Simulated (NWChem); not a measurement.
System: SiH$_{2}$SF$_{2}$; SMILES F[SiH](F)S

NWChem input:

```
start job
memory heap 200 mb stack 900 mb global 1100 mb
geometry units angstroms noautosym nocenter noautoz
  Si     0.018476     0.479434     0.304139
  F     -1.340057     1.140546    -0.220458
  F      1.244541     1.278737    -0.347762
  S     -0.032686    -1.545432    -0.353259
  H      0.122632     0.627360     1.767332
  H      1.152878    -1.878362     0.203978
end
basis spherical
  Si library 6-311g**
  F library 6-311g**
  S library 6-311g**
  H library 6-311g**
end
dft
  xc b3lyp
  iterations 150
end
property
  shielding
end
task dft property
```

NWChem printed, in part:

```
             Northwest Computational Chemistry Package (NWChem) 7.3.0
             --------------------------------------------------------

                             Geometry "geometry" -> ""
                             -------------------------

 Output coordinates in angstroms (scale by  1.889725989 to convert to a.u.)

  No.       Tag          Charge          X              Y              Z
 ---- ---------------- ---------- -------------- -------------- --------------
    1 Si                  14.0000     0.01847600     0.47943400     0.30413900
    2 F                    9.0000    -1.34005700     1.14054600    -0.22045800
    3 F                    9.0000     1.24454100     1.27873700    -0.34776200
    4 S                   16.0000    -0.03268600    -1.54543200    -0.35325900
    5 H                    1.0000     0.12263200     0.62736000     1.76733200
    6 H                    1.0000     1.15287800    -1.87836200     0.20397800

 Effective nuclear repulsion energy (a.u.)     229.1531656323

                              NWChem Property Module
                              ----------------------

  itol2e modified to match energy
  convergence criterion.

                                 NWChem DFT Module
                                 -----------------

 Summary of "ao basis" -> "ao basis" (spherical)
 ------------------------------------------------------------------------------
       Tag                 Description            Shells   Functions and Types
 ---------------- ------------------------------  ------  ---------------------
 Si                         6-311g**                12       26   6s5p1d
 F                          6-311g**                 8       18   4s3p1d
 S                          6-311g**                12       26   6s5p1d
 H                          6-311g**                 4        6   3s1p

  itol2e modified to match energy
  convergence criterion.

            General Information
            -------------------
          SCF calculation type: DFT
          Wavefunction type:  closed shell.
          No. of atoms     :     6
          No. of electrons :    50
           Alpha electrons :    25
            Beta electrons :    25
          Charge           :     0
          Spin multiplicity:     1
          Use of symmetry is: off; symmetry adaption is: off
          Maximum number of iterations: 150
          AO basis - number of functions:   100
                     number of shells:    48
          Convergence on energy requested:  1.00D-07
          Convergence on density requested:  1.00D-05
          Convergence on gradient requested:  5.00D-04

              XC Information
              --------------
                         B3LYP Method XC Potential
                     Hartree-Fock (Exact) Exchange  0.200
                        Slater Exchange Functional  0.800 local
                    Becke 1988 Exchange Functional  0.720 non-local
              Lee-Yang-Parr Correlation Functional  0.810
                  VWN I RPA Correlation Functional  0.190 local

             Grid Information
             ----------------
          Grid used for XC integration:  fine
          Radial quadrature: Mura-Knowles
          Angular quadrature: Lebedev.
          Tag              B.-S. Rad. Rad. Pts. Rad. Cut. Ang. Pts.
          ---              ---------- --------- --------- ---------
          Si                  1.10      123          10.0       770
          F                   0.50       70          11.0       590
          S                   1.00      123          10.0       770
          H                   0.35       60          11.0       590
          Grid pruning is: on
          Number of quadrature shells:   506
          Spatial weights used:  Erf1

      Superposition of Atomic Density Guess
      -------------------------------------

 Sum of atomic energies:        -886.12563373

      Non-variational initial energy
      ------------------------------

 Total energy =    -886.917085
 1-e energy   =   -1685.750993
 2-e energy   =     569.680743
 HOMO         =      -0.336450
 LUMO         =       0.065196

   convergence    iter        energy       DeltaE   RMS-Dens  Diis-err
 ---------------- ----- ----------------- --------- --------- ---------
 d= 0,ls=0.0,diis     1   -888.7215281875 -1.12D+03  1.18D-02  1.84D+00
 d= 0,ls=0.0,diis     2   -888.6805996212  4.09D-02  7.37D-03  1.86D+00
 d= 0,ls=0.0,diis     3   -888.8172611783 -1.37D-01  1.69D-03  2.35D-01
 d= 0,ls=0.0,diis     4   -888.8319992627 -1.47D-02  6.50D-04  5.41D-03
 d= 0,ls=0.0,diis     5   -888.8326265135 -6.27D-04  1.71D-04  4.84D-04
  Resetting Diis
 d= 0,ls=0.0,diis     6   -888.8326810501 -5.45D-05  3.04D-05  2.21D-05
 d= 0,ls=0.0,diis     7   -888.8326831076 -2.06D-06  1.06D-05  1.34D-06
 d= 0,ls=0.0,diis     8   -888.8326829777  1.30D-07  6.49D-06  3.26D-06
 d= 0,ls=0.0,diis     9   -888.8326832052 -2.28D-07  6.33D-07  1.01D-08
 d= 0,ls=0.0,diis    10   -888.8326832061 -9.33D-10  1.38D-07  4.12D-10

         Total DFT energy =     -888.832683206111
      One electron energy =    -1687.794753236965
           Coulomb energy =      638.291822667456
    Exchange-Corr. energy =      -68.482918268895
 Nuclear repulsion energy =      229.153165632292

 Numeric. integr. density =       49.999999539366

                       DFT Final Molecular Orbital Analysis
                       ------------------------------------

 Vector   23  Occ=2.000000D+00  E=-4.136603D-01
              MO Center=  8.6D-02, -7.4D-02,  1.8D-01, r^2= 3.8D+00
   Bfn.  Coefficient  Atom+Function         Bfn.  Coefficient  Atom+Function
  ----- ------------  ---------------      ----- ------------  ---------------
    68      0.262924  4 S  s                 67      0.201221  4 S  s
    78     -0.197621  4 S  px                53      0.182001  3 F  pz
    57      0.177768  3 F  pz                90     -0.173845  5 H  s
    91     -0.164253  5 H  s                 35      0.162010  2 F  pz
    39      0.156261  2 F  pz                96     -0.156159  6 H  s

 Vector   24  Occ=2.000000D+00  E=-3.504893D-01
              MO Center= -5.8D-03, -7.8D-01,  4.9D-02, r^2= 3.4D+00
   Bfn.  Coefficient  Atom+Function         Bfn.  Coefficient  Atom+Function
  ----- ------------  ---------------      ----- ------------  ---------------
    79      0.372231  4 S  py                91     -0.221544  5 H  s
    76      0.180339  4 S  py                90     -0.179340  5 H  s
    78      0.170811  4 S  px                80      0.163304  4 S  pz
    17     -0.160135  1 Si py                68     -0.154969  4 S  s
    67     -0.147445  4 S  s                 82      0.135938  4 S  py

 Vector   25  Occ=2.000000D+00  E=-2.933819D-01
              MO Center= -1.4D-03, -1.4D+00, -2.9D-01, r^2= 1.9D+00
   Bfn.  Coefficient  Atom+Function         Bfn.  Coefficient  Atom+Function
  ----- ------------  ---------------      ----- ------------  ---------------
    80      0.501273  4 S  pz                78     -0.267264  4 S  px
    83      0.254339  4 S  pz                77      0.229102  4 S  pz
    74     -0.162422  4 S  pz                79     -0.132381  4 S  py
    81     -0.126404  4 S  px                75     -0.122040  4 S  px
    71     -0.086187  4 S  pz                72      0.086499  4 S  px

 Vector   26  Occ=0.000000D+00  E=-1.026229D-02
              MO Center=  2.2D-01, -1.2D+00, -2.6D-02, r^2= 4.3D+00
   Bfn.  Coefficient  Atom+Function         Bfn.  Coefficient  Atom+Function
  ----- ------------  ---------------      ----- ------------  ---------------
    97      1.378623  6 H  s                 81     -0.643812  4 S  px
    68     -0.616779  4 S  s                 82      0.505037  4 S  py
     6     -0.398847  1 Si s                 78     -0.323700  4 S  px
    96      0.280946  6 H  s                 16     -0.262612  1 Si px
    91      0.254693  5 H  s                 20      0.223345  1 Si py

 Vector   27  Occ=0.000000D+00  E= 4.224396D-03
              MO Center=  4.4D-01, -8.8D-01,  1.9D-01, r^2= 5.4D+00
   Bfn.  Coefficient  Atom+Function         Bfn.  Coefficient  Atom+Function
  ----- ------------  ---------------      ----- ------------  ---------------
     6      1.157301  1 Si s                 68     -0.972562  4 S  s
    97      0.735147  6 H  s                 82     -0.505753  4 S  py
    19      0.403669  1 Si px                81     -0.383273  4 S  px
    20     -0.373888  1 Si py                91     -0.336868  5 H  s
    17     -0.284985  1 Si py                83     -0.261221  4 S  pz

 Vector   28  Occ=0.000000D+00  E= 1.789540D-02
              MO Center=  2.6D-02, -6.3D-02,  4.7D-01, r^2= 5.1D+00
   Bfn.  Coefficient  Atom+Function         Bfn.  Coefficient  Atom+Function
  ----- ------------  ---------------      ----- ------------  ---------------
     6      0.958704  1 Si s                 19     -0.816749  1 Si px
    82     -0.585174  4 S  py                81      0.467988  4 S  px
    97     -0.447540  6 H  s                 36     -0.430059  2 F  s
    91     -0.322046  5 H  s                 16     -0.315027  1 Si px
     5      0.276442  1 Si s                 68     -0.199602  4 S  s

     Multipole analysis of the density
     ---------------------------------

     L   x y z        total         alpha         beta         nuclear
     -   - - -        -----         -----         ----         -------
     0   0 0 0     -0.000000    -25.000000    -25.000000     50.000000

     1   1 0 0      0.391925      0.052765      0.052765      0.286396
     1   0 1 0     -0.341083     -2.539983     -2.539983      4.738883
     1   0 0 1      0.657506      4.615472      4.615472     -8.573437

     2   2 0 0    -28.487510    -70.430443    -70.430443    112.373377
     2   1 1 0     -1.915986      0.093607      0.093607     -2.103199
     2   1 0 1      0.806230      1.333540      1.333540     -1.860850
     2   0 2 0    -28.488742   -142.405770   -142.405770    256.322798
     2   0 1 1      0.186061     -9.257390     -9.257390     18.700841
     2   0 0 2    -27.581127    -28.043768    -28.043768     28.506410

          -----------------------------------------
          Chemical Shielding Tensors (GIAO, in ppm)
          -----------------------------------------

                                NWChem CPHF Module
                                ------------------

  scftype          =     RHF
  nclosed          =       25
  nopen            =        0
  variables        =     1875
  # of vectors     =        3
  tolerance        = 0.10D-03
  level shift      = 0.00D+00
  max iterations   =       50
  max subspace     =       30

 SCF residual:    1.0123070498058954E-005

Iterative solution of linear equations
  No. of variables     1875
  No. of equations        3
  Maximum subspace       30
        Iterations       50
       Convergence  1.0D-04

   iter   nsub   residual    time
   ----  ------  --------  ---------
     1      3    2.23D-01      35.7
     2      6    1.43D-02      40.4
     3      9    6.06D-04      45.0
     4     12    2.04D-05      52.2

      Atom:    1  Si
        Diamagnetic
    880.7030      0.1096     -0.0076
      0.1096    881.9215      0.1106
     -0.0076      0.1106    873.7027

        Paramagnetic
   -536.9472     -4.8836    -20.4807
     -4.8836   -508.5217     25.9958
    -20.4807     25.9958   -538.4804

        Total Shielding Tensor
    343.7558     -4.7739    -20.4883
     -4.7739    373.3998     26.1064
    -20.4883     26.1064    335.2223

           isotropic =     350.7926
          anisotropy =      60.1232

          Principal Components and Axis System
                 1           2           3
              390.8748    348.6594    312.8438

      1        -0.2972      0.8189      0.4909
      2         0.8177      0.4838     -0.3120
      3         0.4930     -0.3087      0.8134

      Atom:    2  F
        Diamagnetic
    482.9295    -11.3658      8.3978
    -11.3658    468.0175     -4.3654
      8.3978     -4.3654    461.9069

        Paramagnetic
   -115.8810     -6.6482     -6.8288
     -6.6482   -162.7258    -37.0939
     -6.8288    -37.0939   -188.6083

        Total Shielding Tensor
    367.0484    -18.0141      1.5690
    -18.0141    305.2917    -41.4593
      1.5690    -41.4593    273.2987

           isotropic =     315.2129
          anisotropy =      87.9420

          Principal Components and Axis System
                 1           2           3
              373.8409    327.6002    244.1977

      1         0.9290      0.3628      0.0739
      2        -0.3369      0.7457      0.5748
      3         0.1534     -0.5589      0.8149

      Atom:    3  F
        Diamagnetic
    480.2300     11.7439     -9.1461
     11.7439    471.3730     -6.5306
     -9.1461     -6.5306    465.2078

        Paramagnetic
   -163.7711     15.1344     -6.1200
     15.1344   -173.5979    -43.9687
     -6.1200    -43.9687   -212.1042

        Total Shielding Tensor
    316.4590     26.8783    -15.2661
     26.8783    297.7752    -50.4992
    -15.2661    -50.4992    253.1036

           isotropic =     289.1126
          anisotropy =      99.1745

          Principal Components and Axis System
                 1           2           3
              355.2289    291.9278    220.1810

      1         0.6229      0.7820     -0.0214
      2         0.6602     -0.5109      0.5505
      3        -0.4196      0.3571      0.8345

      Atom:    4  S
        Diamagnetic
   1056.0026     -1.0647      1.6137
     -1.0647   1061.8262      1.9715
      1.6137      1.9715   1053.5657

        Paramagnetic
   -425.5765    -85.3163    -30.6436
    -85.3163   -348.5651     16.9824
    -30.6436     16.9824   -448.9306

        Total Shielding Tensor
    630.4261    -86.3810    -29.0299
    -86.3810    713.2611     18.9538
    -29.0299     18.9538    604.6350

           isotropic =     649.4408
          anisotropy =     186.1700

          Principal Components and Axis System
                 1           2           3
              773.5541    605.5949    569.1732

      1        -0.5350     -0.2750      0.7988
      2         0.8245     -0.3764      0.4226
      3         0.1845      0.8847      0.4281

      Atom:    5  H
        Diamagnetic
     22.9229      0.1145      1.1354
      0.1145     24.3589      2.5781
      1.1354      2.5781     38.6926

        Paramagnetic
     -0.4800      0.1450     -0.7978
      0.1450      0.3778     -0.2928
     -0.7978     -0.2928     -6.8515

        Total Shielding Tensor
     22.4428      0.2595      0.3376
      0.2595     24.7367      2.2852
      0.3376      2.2852     31.8411

           isotropic =      26.3402
          anisotropy =       9.2821

          Principal Components and Axis System
                 1           2           3
               32.5283     24.0794     22.4129

      1         0.0393      0.0925      0.9949
      2         0.2824      0.9541     -0.0999
      3         0.9585     -0.2849     -0.0114

      Atom:    6  H
        Diamagnetic
     37.5397     -6.4741      7.4211
     -6.4741     28.2153     -1.7249
      7.4211     -1.7249     24.2658

        Paramagnetic
     -1.3793      1.0597     -2.6027
      1.0597      2.2693      0.1266
     -2.6027      0.1266      2.2333

        Total Shielding Tensor
     36.1604     -5.4144      4.8184
     -5.4144     30.4846     -1.5983
      4.8184     -1.5983     26.4991

           isotropic =      31.0480
          anisotropy =      15.1106

          Principal Components and Axis System
                 1           2           3
               41.1218     27.6083     24.4141

      1         0.8232      0.3648     -0.4351
      2        -0.4674      0.8704     -0.1545
      3         0.3223      0.3306      0.8870
```

Level: B3LYP/6-311G** (spherical d), GIAO. The geometry was optimised at B3LYP/6-31G* (spherical d). B3LYP is NWChem's, with the RPA form of VWN correlation. The printed shielding anisotropy is the first printed principal value minus the mean of the other two.
